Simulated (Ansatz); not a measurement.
The cluster Si₁₆Bi (the lowest doublet isomer of a short search). Total charge 0; doublet. Geometry r2SCAN-D4/def2-SVP, basis def2-TZVP, Ansatz.

```xyz
17

Bi   -2.356   -1.153   -2.816
Si   -2.851   -0.655   -0.138
Si   -0.656    2.950   -1.474
Si    0.158   -1.697   -1.927
Si    2.402    0.364   -0.715
Si    1.019    2.078    0.069
Si    1.458    0.046    2.389
Si    1.569   -0.125   -2.854
Si   -1.612   -2.345    1.280
Si    2.508   -1.458    0.868
Si   -0.105   -0.585    0.456
Si   -0.530    0.844   -2.537
Si    0.553   -2.896    0.070
Si   -1.606    1.356   -0.073
Si   -0.670    1.516    2.090
Si    1.441    2.480    2.408
Si   -0.721   -0.719    2.905
```

```csv
run,HOMO (eV),LUMO (eV)
A,-4.74,-4.22
B,-4.92,-4.15
C,-4.82,-4.48
D,-5.37,-3.66
```

In the def2 sets Bi takes a core potential; there is no spin–orbit coupling. Single mean-field runs in def2-TZVP are fitted with def2-universal-jkfit. The structure comes from a short search, and lower isomers may exist.

HOMO and LUMO are taken over both spins.

**Question.** The runs used LDA (SPW92), PBE, PBE0, r2SCAN. Estimate which is which.

**Answer.** A PBE (0 % exact exchange); B r2SCAN (0 % exact exchange); C LDA (SPW92) (0 % exact exchange); D PBE0 (25 % exact exchange). Exact exchange lowers occupied and raises empty levels; among semilocal functionals meta-GGAs tend to open the gap a little, and such runs are hard to tell apart. The gap grows from 0.35 eV (LDA (SPW92)) to 1.71 eV (PBE0).
